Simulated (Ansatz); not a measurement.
Consider the formal exchange of groups at a C–O bond: `O=C[O][SnH3]` + `C[SiH3]` → `C[SiH2]C=O` + `[OH][SnH3]`.

Computed with Ansatz on PBE0-D4/def2-TZVP structures; ΔE is electronic, products minus reactants. CBS: MP2 limit from def2 TZ/QZ plus the TZ coupled-cluster correction, frozen cores. This one scheme is used for every species. Functionals use def2-TZVPP. def2 core potentials past Kr. For Sn outer-core shells are correlated without core-valence functions, which leaves a few kJ/mol of doubt a bond. One conformer a species, not always the lowest.

Problem. Is it downhill or uphill in electronic energy at CCSD(T)/CBS, and by how much? (Best estimate.)

Solution. The calculation gave: Uphill: ΔE = +84.3 kJ/mol.

Problem. What do these levels give: revPBE-D4, r2SCAN-D4, PBE0-D4, ωB97X-V, B2PLYP, HF/def2-SVP? (An estimate is asked.)

Solution. Ansatz gave: revPBE-D4 90.4, r2SCAN-D4 98.4, PBE0-D4 92.9, ωB97X-V 93.1, B2PLYP 90.3, HF/def2-SVP 117.5 kJ/mol.

Problem. What do rigid-rotor, harmonic-oscillator terms from PBE0-D4/def2-TZVP frequencies (298.15 K, 1 bar) make of the CCSD(T)/CBS value? (An estimate is asked.)

Solution. Ansatz gave: ΔZPE = -1.9 kJ/mol, ΔH = +84.8 kJ/mol, ΔS = 34 J/(mol·K), ΔG = +74.6 kJ/mol.

Largest T1 diagnostic among the species: 0.017.

From BLYP to BHLYP (50 % exact exchange), in def2-TZVPP and without D4, ΔE moves by +5.1 kJ/mol. Leaving LDA and LC-ωPBE aside and taking each functional with its dispersion term where it has one, the values, not all of them listed here, spread over 10.6 kJ/mol, from BLYP-D4 to r2SCAN-D4. LDA lies +16.6 kJ/mol from PBE without D4. At CCSD(T), def2-SVP lies +33.6 kJ/mol from the extrapolated value and def2-TZVPP +4.6 kJ/mol.
